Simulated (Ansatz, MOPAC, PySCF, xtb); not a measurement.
Isomers of C2H6FGa: 1 is [CH3][Ga]([CH3])[F], 2 is C[CH2][GaH][F]; one conformer of each (the lowest of an xTB search), B3LYP-D3(BJ)/def2-TZVP minima.
Isomer 1 (charge 0, multiplicity 1):
```xyz
10

C      1.817    -0.285    -0.069
Ga     0.009     0.436     0.210
C     -1.826    -0.170    -0.149
F      0.043     2.046     0.984
H      1.802    -1.268    -0.539
H      2.329    -0.356     0.892
H      2.386     0.403    -0.696
H     -2.315     0.539    -0.819
H     -1.854    -1.162    -0.599
H     -2.391    -0.184     0.784
```
Isomer 2 (charge 0, multiplicity 1):
```xyz
10

C     -1.1944     0.5323    -0.0552
C     -0.2461    -0.6677    -0.1255
Ga     1.6586    -0.2300     0.1510
F      1.9640     1.5002     0.4399
H     -1.1416     1.0293     0.9142
H     -2.2308     0.2247    -0.2156
H     -0.9498     1.2819    -0.8086
H     -0.3219    -1.1737    -1.0930
H     -0.5125    -1.4246     0.6189
H      2.9744    -1.0723     0.1738
```

No zero-point or thermal terms.

Frozen-core correlation. Filled d and f shells under p-block atoms count as core. The state that AM1, PM3 reach isn't checked.

Codes used: Ansatz (a program for electronic structure) with Gaussian orbitals; MOPAC for AM1, PM3 (differences of heats of formation); PySCF for the dispersion terms; xtb for the GFN methods. 

| level | electronic energy of isomer 2 less that of isomer 1 (eV) |
|---|---|
| AM1 | 0.056 |
| PM3 | 0.495 |
| GFN1-xTB | -0.263 |
| GFN2-xTB | -0.036 |
| r2SCAN/def2-TZVPP | (withheld) |
| B3LYP-D3(BJ)/def2-TZVPP | 0.544 |
| B3LYP-D4/def2-TZVPP | 0.547 |
| CAM-B3LYP/def2-TZVPP | 0.552 |
| B2PLYP-D4/def2-TZVPP | 0.563 |

**Question.** What belongs in the gaps?

**Answer.** 
- r2SCAN/def2-TZVPP, electronic energy of isomer 2 less that of isomer 1 (eV): 0.578
